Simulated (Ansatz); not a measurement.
Problem. Name a neutral molecule of Al, Br, O and H with size of the dipole moment (B3LYP/def2-TZVPP) between 0.75 and 1.05 D and HOMO energy (ωB97M-V/def2-TZVPP) between -10.95 and -10.65 eV (Ansatz, PBE0-D4/def2-TZVP geometry).

Solution. `[OH][Al]([OH])[Br]` (0.80 D, -10.91 eV). Other molecules can fit too; these were computed, each in one conformer that needn't be the lowest.

B3LYP here is the variant with VWN-RPA as its local correlation; programs differ in this.
